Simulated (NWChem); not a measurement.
Everything below was run with NWChem. System: I, charge 0, spin multiplicity 2. Its SCF solution wasn't tested for a lower state. Level: UHF/def2-TZVPD with def2 effective core potentials on I.

NWChem printed:

```
             Northwest Computational Chemistry Package (NWChem) 7.3.0
             --------------------------------------------------------

                                NWChem Input Module
                                -------------------

 Scaling coordinates for geometry "geometry" by  1.889725989
 (inverse scale =  0.529177249)

                             Geometry "geometry" -> ""
                             -------------------------

 Output coordinates in angstroms (scale by  1.889725989 to convert to a.u.)

  No.       Tag          Charge          X              Y              Z
 ---- ---------------- ---------- -------------- -------------- --------------
    1 I                   53.0000     0.00000000     0.00000000     0.00000000

 Effective nuclear repulsion energy (a.u.)       0.0000000000

            Nuclear Dipole moment (a.u.)
            ----------------------------
        X                 Y               Z
 ---------------- ---------------- ----------------
     0.0000000000     0.0000000000     0.0000000000

      Symmetry information
      --------------------

 Group name             D2h
 Group number             26
 Group order               8
 No. of unique centers     1

      Symmetry unique atoms

     1


 Summary of "ao basis" -> "" (spherical)
 ------------------------------------------------------------------------------
       Tag                 Description            Shells   Functions and Types
 ---------------- ------------------------------  ------  ---------------------
 *                         def2-tzvpd                 on all atoms

 Summary of "ao basis" -> "ao basis" (spherical)
 ------------------------------------------------------------------------------
       Tag                 Description            Shells   Functions and Types
 ---------------- ------------------------------  ------  ---------------------
 I                         def2-tzvpd               19       59   7s6p4d2f

                                 NWChem SCF Module
                                 -----------------

  ao basis        = "ao basis"
  functions       =    59
  atoms           =     1
  alpha electrons =    13
  beta  electrons =    12
  charge          =   0.00
  wavefunction    = UHF
  use symmetry    = T
  symmetry adapt  = T

 Summary of "ao basis" -> "ao basis" (spherical)
 ------------------------------------------------------------------------------
       Tag                 Description            Shells   Functions and Types
 ---------------- ------------------------------  ------  ---------------------
 I                         def2-tzvpd               19       59   7s6p4d2f

      Symmetry analysis of basis
      --------------------------

        ag         15
        au          2
        b1g         4
        b1u        10
        b2g         4
        b2u        10
        b3g         4
        b3u        10

 Forming initial guess at       0.0s

   Symmetry analysis of molecular orbitals - initial alpha
   -------------------------------------------------------

  Numbering of irreducible representations:

     1 ag          2 au          3 b1g         4 b1u         5 b2g
     6 b2u         7 b3g         8 b3u

  Orbital symmetries:

     1 ag          2 b3u         3 b2u         4 b1u         5 ag
     6 b2g         7 b1g         8 b3g         9 ag         10 ag
    11 b3u        12 b1u        13 b2u        14 ag         15 b3u
    16 b2u        17 b1u        18 ag         19 b2g        20 b1g
    21 b3g        22 ag         23 b3u

   Symmetry analysis of molecular orbitals - initial beta
   ------------------------------------------------------

  Numbering of irreducible representations:

     1 ag          2 au          3 b1g         4 b1u         5 b2g
     6 b2u         7 b3g         8 b3u

  Orbital symmetries:

     1 ag          2 b3u         3 b2u         4 b1u         5 ag
     6 b2g         7 b1g         8 b3g         9 ag         10 ag
    11 b1u        12 b2u        13 b3u        14 ag         15 b2u
    16 b1u        17 b3u        18 b3g        19 ag         20 b2g
    21 b1g        22 ag         23 b2u

 Starting SCF solution at       0.1s

 ----------------------------------------------
[...]
 Vector   11  Occ=1.000000D+00  E=-4.601127D-01  Symmetry=b3u
              MO Center= -7.5D-17, -4.9D-19, -7.9D-20, r^2= 1.9D+00
   Bfn.  Coefficient  Atom+Function         Bfn.  Coefficient  Atom+Function
  ----- ------------  ---------------      ----- ------------  ---------------
    17      0.614635  1 I  px                11     -0.469741  1 I  px
    14      0.366020  1 I  px                20      0.209518  1 I  px

 Vector   12  Occ=1.000000D+00  E=-4.000259D-01  Symmetry=b2u
              MO Center= -3.0D-27, -2.1D-17, -4.2D-17, r^2= 2.0D+00
   Bfn.  Coefficient  Atom+Function         Bfn.  Coefficient  Atom+Function
  ----- ------------  ---------------      ----- ------------  ---------------
    18      0.580828  1 I  py                12     -0.459475  1 I  py
    15      0.360790  1 I  py                21      0.252758  1 I  py

 Vector   13  Occ=1.000000D+00  E=-4.000259D-01  Symmetry=b1u
              MO Center=  5.3D-26, -2.0D-16, -1.3D-17, r^2= 2.0D+00
   Bfn.  Coefficient  Atom+Function         Bfn.  Coefficient  Atom+Function
  ----- ------------  ---------------      ----- ------------  ---------------
    19      0.580828  1 I  pz                13     -0.459475  1 I  pz
    16      0.360790  1 I  pz                22      0.252758  1 I  pz

 Vector   14  Occ=0.000000D+00  E= 5.424250D-02  Symmetry=b3u
              MO Center=  2.4D-20,  2.8D-21, -2.9D-21, r^2= 2.0D+01
   Bfn.  Coefficient  Atom+Function         Bfn.  Coefficient  Atom+Function
  ----- ------------  ---------------      ----- ------------  ---------------
    23      1.224165  1 I  px                20     -0.471162  1 I  px

 Vector   15  Occ=0.000000D+00  E= 5.932934D-02  Symmetry=b2u
              MO Center=  5.9D-28,  2.8D-19, -6.7D-18, r^2= 2.0D+01
   Bfn.  Coefficient  Atom+Function         Bfn.  Coefficient  Atom+Function
  ----- ------------  ---------------      ----- ------------  ---------------
    24      1.239301  1 I  py                21     -0.518450  1 I  py

 Vector   16  Occ=0.000000D+00  E= 5.932934D-02  Symmetry=b1u
              MO Center= -4.1D-28,  2.1D-18, -4.5D-20, r^2= 2.0D+01
   Bfn.  Coefficient  Atom+Function         Bfn.  Coefficient  Atom+Function
  ----- ------------  ---------------      ----- ------------  ---------------
    25      1.239301  1 I  pz                22     -0.518450  1 I  pz

                     UHF Final Beta Molecular Orbital Analysis
                     -----------------------------------------

 Vector   10  Occ=1.000000D+00  E=-8.329860D-01  Symmetry=ag
              MO Center= -1.6D-17,  4.1D-32,  2.1D-31, r^2= 1.3D+00
   Bfn.  Coefficient  Atom+Function         Bfn.  Coefficient  Atom+Function
  ----- ------------  ---------------      ----- ------------  ---------------
     5      0.800532  1 I  s                  3     -0.547000  1 I  s
     2      0.533076  1 I  s                  6      0.490583  1 I  s
     4     -0.444286  1 I  s                  1     -0.252830  1 I  s

 Vector   11  Occ=1.000000D+00  E=-3.824182D-01  Symmetry=b1u
              MO Center=  7.0D-23, -7.8D-17,  2.6D-15, r^2= 2.0D+00
   Bfn.  Coefficient  Atom+Function         Bfn.  Coefficient  Atom+Function
  ----- ------------  ---------------      ----- ------------  ---------------
    19      0.567767  1 I  pz                13     -0.456074  1 I  pz
    16      0.359914  1 I  pz                22      0.268248  1 I  pz

 Vector   12  Occ=1.000000D+00  E=-3.824182D-01  Symmetry=b2u
              MO Center=  3.0D-21,  4.5D-17, -6.1D-17, r^2= 2.0D+00
   Bfn.  Coefficient  Atom+Function         Bfn.  Coefficient  Atom+Function
  ----- ------------  ---------------      ----- ------------  ---------------
    18      0.567767  1 I  py                12     -0.456074  1 I  py
    15      0.359914  1 I  py                21      0.268248  1 I  py

 Vector   13  Occ=0.000000D+00  E=-5.310341D-02  Symmetry=b3u
              MO Center= -1.0D-18,  8.4D-20,  9.1D-19, r^2= 3.3D+00
   Bfn.  Coefficient  Atom+Function         Bfn.  Coefficient  Atom+Function
  ----- ------------  ---------------      ----- ------------  ---------------
    17      0.431431  1 I  px                20      0.389340  1 I  px
    11     -0.378013  1 I  px                14      0.276464  1 I  px
    23      0.168387  1 I  px

 Vector   14  Occ=0.000000D+00  E= 5.969000D-02  Symmetry=b2u
              MO Center= -2.9D-18, -8.6D-18, -2.5D-16, r^2= 2.0D+01
   Bfn.  Coefficient  Atom+Function         Bfn.  Coefficient  Atom+Function
  ----- ------------  ---------------      ----- ------------  ---------------
    24      1.241831  1 I  py                21     -0.527572  1 I  py

 Vector   15  Occ=0.000000D+00  E= 5.969000D-02  Symmetry=b1u
              MO Center= -1.2D-21, -8.1D-19,  2.0D-20, r^2= 2.0D+01
   Bfn.  Coefficient  Atom+Function         Bfn.  Coefficient  Atom+Function
  ----- ------------  ---------------      ----- ------------  ---------------
    25      1.241831  1 I  pz                22     -0.527572  1 I  pz

 center of mass
 --------------
 x =   0.00000000 y =   0.00000000 z =   0.00000000

 moments of inertia (a.u.)
 ------------------
           0.000000000000           0.000000000000           0.000000000000
           0.000000000000           0.000000000000           0.000000000000
           0.000000000000           0.000000000000           0.000000000000

  Mulliken analysis of the total density
  --------------------------------------

    Atom       Charge   Shell Charges
 -----------   ------   -------------------------------------------------------
    1 I   25    25.00   0.19 -0.77  1.58  1.01  1.13  0.85  0.01 -0.49  6.44  1.30  2.74  1.00  0.01  9.23  0.75  0.02 -0.00  0.00  0.00

  Mulliken analysis of the alpha density
  --------------------------------------

    Atom       Charge   Shell Charges
 -----------   ------   -------------------------------------------------------
    1 I   25    13.00   0.09 -0.38  0.79  0.50  0.56  0.43  0.00 -0.25  3.23  0.77  1.67  0.57  0.00  4.61  0.38  0.01 -0.00  0.00  0.00

   Mulliken analysis of the beta density
   -------------------------------------

    Atom       Charge   Shell Charges
 -----------   ------   -------------------------------------------------------
    1 I   25    12.00   0.09 -0.39  0.79  0.50  0.56  0.42  0.01 -0.24  3.21  0.53  1.07  0.43  0.00  4.62  0.37  0.01 -0.00  0.00  0.00

   Mulliken analysis of the spin density
   -------------------------------------

    Atom       Charge   Shell Charges
 -----------   ------   -------------------------------------------------------
    1 I   25     1.00  -0.00  0.00 -0.00 -0.00 -0.00  0.01 -0.01 -0.01  0.02  0.25  0.60  0.14 -0.00 -0.02  0.01  0.00 -0.00  0.00  0.00

       Multipole analysis of the density wrt the origin
       ------------------------------------------------

     L   x y z        total         alpha         beta         nuclear
     -   - - -        -----         -----         ----         -------
     0   0 0 0     -0.000000    -13.000000    -12.000000     25.000000

     1   1 0 0      0.000000      0.000000      0.000000      0.000000
     1   0 1 0      0.000000      0.000000      0.000000      0.000000
     1   0 0 1     -0.000000      0.000000     -0.000000      0.000000

     2   2 0 0    -18.046559    -11.263876     -6.782682      0.000000
     2   1 1 0     -0.000000      0.000000     -0.000000      0.000000
     2   1 0 1      0.000000      0.000000      0.000000      0.000000
     2   0 2 0    -20.900164    -10.956075     -9.944089      0.000000
     2   0 1 1      0.000000     -0.000000      0.000000      0.000000
     2   0 0 2    -20.900164    -10.956075     -9.944089      0.000000

 Task  times  cpu:        0.5s     wall:        0.5s

 Total times  cpu:        0.5s     wall:        0.5s
```

Question: Write an NWChem input that would produce this output.

Answer: This is not unique; one that fits is 
```
start mol
memory heap 200 mb stack 900 mb global 1100 mb
geometry units angstroms nocenter noautoz
  I      0.000000     0.000000     0.000000
  symmetry group D2h
end
basis spherical
  * library def2-tzvpd
end
ecp
  I library def2-ecp
end
scf
  uhf
  nopen 1
  maxiter 100
  thresh 1e-7
  semidirect memsize 60000000 filesize 0
  # guess.movecs holds the orbitals of an unrestricted PBE0 run
  vectors input guess.movecs output mol.movecs
end
task scf energy
```
